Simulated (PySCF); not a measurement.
How methods differ on the ionisation energy of Cd³⁵⁺

Cd³⁵⁺ [Ne] 3s2 3p1 (2P) → Cd³⁶⁺ [Ne] 3s2 (1S), as a difference of total energies. Calculation: PySCF 2.14, in an uncontracted even-tempered set (16 s from 5.3 bohr⁻², ratio 2.5; 10 p from 6.9 bohr⁻², ratio 2.5; 4 d from 29 bohr⁻², ratio 2.7; 4 f from 43 bohr⁻², ratio 2.7); the non-relativistic Hamiltonian (point nucleus). Correlated levels: outer shells: 1s2 frozen; virtual orbitals above 40 to 60 times the deepest correlated orbital energy dropped. The calculations carry no spin-orbit coupling.

```
                method  ionisation energy (eV)
                   UHF                  2210.7
                   LDA                  2212.6
                   PBE                  2213.3
                  PBE0                  2212.9
                r2SCAN                  2212.7
               r2SCAN0                  2212.5
                  BLYP                  2214.0
    MP2 (outer shells)                  2211.0
SCS-MP2 (outer shells)                  2210.8
```

A first-order spin-orbit estimate (lowest level to lowest level, LS coupling) adds 25.975 eV.

The gap to the reference is mostly relativistic.

For comparison: 2250 ± 10 eV (semi-empirical (NIST evaluation); NIST Atomic Spectra Database, ionization energies).
